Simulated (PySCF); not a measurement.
# FeCl3: multiplets, ligand field and magnetism

The complex FeCl3 (charge 0) contains Fe(III), shell d5. The structure is a model geometry with rigid ligands and bond lengths from ionic radii, not a minimum; coordination trigonal planar, point group D3h, metal–donor distances 2.17 Å.

```
4

Fe    0.000    0.000    0.000
Cl    2.175    0.000    0.000
Cl   -1.087    1.884    0.000
Cl   -1.087   -1.884    0.000
```

Method (PySCF 2.14, density fitting): CASSCF(5,5) with orbitals averaged over all microstates of the shell, strongly contracted NEVPT2 on the averaged canonical orbitals; basis x2c-TZVPall on the metal, x2c-SVPall elsewhere; spin-free X2C; gas phase; spin-orbit coupling by state interaction with the mean-field operator over all roots.

Spin-free states:

| 2S+1 | deg. | symmetry | free-ion term | CASSCF / cm⁻¹ | NEVPT2 / cm⁻¹ | f(ED) | occupations |
| --- | --- | --- | --- | --- | --- | --- | --- |
| 6 | 1 | 6A1' | 6S 1.00 | 0 | 0 | – | 1.0 1.0 1.0 1.0 1.0 |
| 4 | 2 | 4E' | 4G 0.75 | 27971 | 21211 | – | 1.6 1.0 1.0 0.7 0.7 |
| 4 | 1 | 4A2'' | 4G 0.87 | 27157 | 21480 | – | 1.0 1.3 1.3 0.7 0.7 |
| 4 | 1 | 4A1'' | 4G 0.87 | 27540 | 21793 | – | 1.0 1.3 1.3 0.7 0.7 |
| 4 | 2 | 4E'' | 4G 0.42 | 28662 | 22509 | – | 0.8 1.5 1.5 0.6 0.6 |
| 4 | 2 | 4E' | 4G 1.00 | 29906 | 27002 | – | 1.0 1.0 1.0 1.0 1.0 |
| 4 | 2 | 4E'' | 4G 0.55 | 32246 | 27516 | – | 1.6 0.7 0.7 1.0 1.0 |
| 4 | 1 | 4A1' | 4G 0.99 | 31154 | 28780 | – | 1.0 1.0 1.0 1.0 1.0 |
| 4 | 1 | 4A2' | 4P 0.99 | 34852 | 30142 | – | 1.0 1.0 1.0 1.0 1.0 |
| 4 | 2 | 4E' | 4D 0.74 | 36148 | 30833 | – | 1.2 1.0 1.0 0.9 0.9 |
| 4 | 1 | 4A1' | 4D 0.99 | 37862 | 33099 | – | 1.0 1.0 1.0 1.0 1.0 |
| 2 | 1 | 2A1' | 2I 0.90 | 41691 | 36070 | – | 1.1 1.2 1.2 0.7 0.7 |
| 2 | 1 | 2A1'' | 2F 0.72 | 45738 | 36401 | – | 0.9 1.5 1.5 0.6 0.6 |
| 2 | 1 | 2A2'' | 2F 0.71 | 45868 | 36567 | – | 0.9 1.5 1.5 0.6 0.6 |
| 2 | 2 | 2E'' | 2I 0.92 | 41797 | 36762 | – | 1.0 1.2 1.2 0.8 0.8 |
| 2 | 1 | 2A2'' | 2I 0.82 | 41840 | 36858 | – | 0.9 1.3 1.3 0.7 0.7 |
| 2 | 2 | 2E'' | 2F 0.45 | 46728 | 36932 | – | 1.3 1.3 1.3 0.5 0.5 |
| 2 | 1 | 2A1'' | 2I 0.84 | 41816 | 37077 | – | 0.9 1.3 1.3 0.8 0.8 |
| 2 | 2 | 2E' | 2I 0.87 | 41732 | 37189 | – | 0.7 1.4 1.4 0.7 0.7 |
| 2 | 2 | 2E' | 2I 0.84 | 42478 | 37398 | – | 1.3 1.0 1.0 0.8 0.8 |
| 2 | 2 | 2E' | 2D 0.55 | 46710 | 38360 | – | 1.3 1.1 1.1 0.7 0.7 |
| 2 | 1 | 2A2' | 2F 0.78 | 47512 | 38574 | – | 1.7 1.0 1.0 0.7 0.7 |
| 4 | 2 | 4E'' | 4P 0.48 | 41984 | 38777 | – | 0.5 1.1 1.1 1.1 1.1 |
| 2 | 2 | 2E' | 2H 0.38 | 47605 | 39133 | – | 1.2 1.3 1.3 0.6 0.6 |
| 2 | 1 | 2A1' | 2D 0.86 | 48312 | 39247 | – | 1.3 1.1 1.1 0.8 0.8 |

Only the lowest 25 spin-free levels are listed. Energies are counted from the ground state at NEVPT2 level. Weights follow the labels. f(ED) is the electric-dipole oscillator strength from the ground state at the fixed geometry, without vibronic coupling; occupations, where given, run over the ligand-field orbitals from the lowest.

## Ligand-field fit

```csv
cm⁻¹,CASSCF
B,1077
"B, free ion",1294
C,4029
"C, free ion",4827
rms of the fit,407
```

```csv
orbital,CASSCF / cm⁻¹,metal share,main function
1,0,0.95,z2 1.00
2,1781,0.94,degenerate set
3,1781,0.94,degenerate set
4,11228,0.84,degenerate set
5,11228,0.84,degenerate set
```

ζ = 398 cm⁻¹, against 466 for the free ion.

## Spin-orbit levels

| E / cm⁻¹ | deg. | make-up | g (S′ = 1/2) |
| --- | --- | --- | --- |
| 0.0 | 2 | 1.00 6A1' | 0.00 0.00 10.01 |
| 2.2 | 2 | 1.00 6A1' | 0.00 0.00 6.00 |
| 3.3 | 2 | 1.00 6A1' | 2.00 6.01 6.01 |
| 20963.3 | 2 | 0.98 4E' | 0.01 0.01 2.94 |
| 21070.6 | 2 | 0.89 4E' + 0.07 4A2'' | 0.00 0.00 0.77 |
| 21196.6 | 2 | 0.78 4E' + 0.19 4A2'' | 2.69 2.69 3.95 |
| 21365.7 | 2 | 0.79 4E' + 0.16 4A2'' + 0.05 4A1'' | 2.09 2.09 7.23 |
| 21486.3 | 2 | 0.85 4A2'' + 0.09 4E' + 0.05 4A1'' | 0.00 0.00 3.32 |
| 21581.8 | 2 | 0.64 4A2'' + 0.34 4E' | 1.44 2.60 2.60 |
| 21826.8 | 2 | 0.92 4A1'' + 0.07 4A2'' | 0.00 0.00 8.38 |

Only the lowest levels are listed: 20 of 252 states.

## Magnetism

The ground multiplet follows a spin Hamiltonian with S = 5/2, g = 2.002, 2.002, 2.002, D = -0.54 cm⁻¹, E/|D| = 0.00 (spin-orbit part alone); the lowest levels hold 100 % of the spin-free ground state. μeff is 5.92 μB at 300 K and 5.92 μB at 10 K; the spin-only value is 5.92 μB.

```csv
T / K,χT / cm³ K mol⁻¹,μeff / μB,"χT along axes a, b, c"
2,4.172,5.78,2.37 2.37 7.77
5,4.346,5.89,3.57 3.57 5.89
10,4.375,5.92,4.00 4.00 5.14
20,4.383,5.92,4.20 4.20 4.76
30,4.384,5.92,4.26 4.26 4.63
50,4.385,5.92,4.31 4.31 4.53
75,4.385,5.92,4.34 4.34 4.48
100,4.385,5.92,4.35 4.35 4.46
150,4.385,5.92,4.36 4.36 4.43
200,4.385,5.92,4.37 4.37 4.42
250,4.385,5.92,4.37 4.37 4.41
300,4.385,5.92,4.37 4.37 4.41
```

Axes in the frame of the coordinates: a = (0.12, 0.99, 0.00); b = (0.99, -0.12, 0.00); c = (0.00, 0.00, 1.00).

Powder magnetisation at 2 K: 1.72 μB at 0.5 T, 2.89 μB at 1 T, 4.02 μB at 2 T, 4.49 μB at 3 T, 4.84 μB at 5 T, 4.94 μB at 7 T.

Charge-transfer states lie outside this active space and may come lower than some of these levels. NEVPT2 on the d shell alone tends to put d–d bands too high for such charged or covalently bound ions. Gaps between spin states lean to high spin in this active space.

The job took 17 s on one thread of Arm Neoverse N1 (shared host), with 102 basis functions, launched as `OMP_NUM_THREADS=1 python lf_run.py task.json out`.
